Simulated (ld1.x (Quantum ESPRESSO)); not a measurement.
Transferability test, TM potential for tantalum (Ta)

Ta (Z = 73), norm-conserving Troullier–Martins (Kleinman–Bylander form), made with ld1.x (Quantum ESPRESSO) 7.5 (PBE, scalar-relativistic). Core [Kr] 4d10 4f14 5s2, reference 5p6 5d2 6s0 6p0 (charge +3). Waves: 6s (bound, empty): rc 2.25 bohr; 5p (bound): rc 1.55 bohr; 5d (bound): rc 2.10 bohr. Local part: all-electron potential smoothed inside 1.50 bohr (lloc = -1). Core correction: none.

Energies are relative to the spin-unpolarised reference configuration 5p6 5d2 6s0 6p0; without spin polarisation the order of configurations can differ from experiment.

```tsv
valence configuration	charge	ΔE all-electron (eV)	error AE − PS (meV)
5p6 5d3 6s2 6p0	0	-47.043	+202
5p6 5d3 6s0 6p0	+2	-23.604	+11
5p6 5d3 6s1 6p1	0	-42.865	+146
5p6 5d3.5 6s1.5 6p0	0	-46.054	+181
5p6 5d1 6s0 6p0	+4	35.042	-6.8
```

(1) What are ΔE and the potential's error for 5p6 5d3 6s1 6p0?

(2) What are ΔE and the potential's error for 5p6 5d2 6s2 6p1?

Note: ghost state, extra bound levels that the all-electron valence spectrum of the same l lacks: s at -140.9 eV. A true bound ghost makes a file unfit for plane-wave use.

Results:

(1) ΔE = -38.576 eV all-electron; the error (AE − PS) is +109 meV.

(2) ΔE = -44.057 eV all-electron; the error (AE − PS) is +179 meV.
